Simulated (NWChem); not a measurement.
System: CH₄AlClS; SMILES [CH3][Al]([SH])[Cl]

Here is an NWChem input.

```
start job
memory heap 200 mb stack 900 mb global 1100 mb
geometry units angstroms noautosym
  Al    -0.369772    -0.002303    -0.007380
  Cl     0.688371    -1.824404     0.011140
  C     -2.310463     0.052239     0.003201
  H     -2.702765     0.856302    -0.717661
  H     -2.678465     0.318041     1.060075
  H     -2.743211    -0.962226    -0.289045
  S      0.899796     1.772567    -0.011865
  H     -0.149677     2.626111    -0.026180
end
basis spherical
  * library def2-svp
end
dft
  xc pbe0
  grid fine
  iterations 150
end
driver
  maxiter 120
  tight
end
task dft optimize
task dft freq
```

The level has its own optimisation; frequencies are unscaled.

Q: What results follow from this input? (PBE0/def2-SVP.) Quantities: r Al–Cl (Å); r Al–C (Å); r Al–S (Å); r C–H (Å); highest harmonic frequency (cm⁻¹); lowest (cm⁻¹); zero-point energy (kcal/mol); dipole (D).

A: 
```json
{
 "r Al–Cl (Å)": "2.108",
 "r Al–C (Å)": "1.940",
 "r Al–S (Å)": "2.182",
 "r C–H (Å)": "1.102",
 "highest harmonic frequency (cm⁻¹)": "3167",
 "lowest (cm⁻¹)": "39",
 "zero-point energy (kcal/mol)": "29.4",
 "dipole (D)": "2.79"
}
```
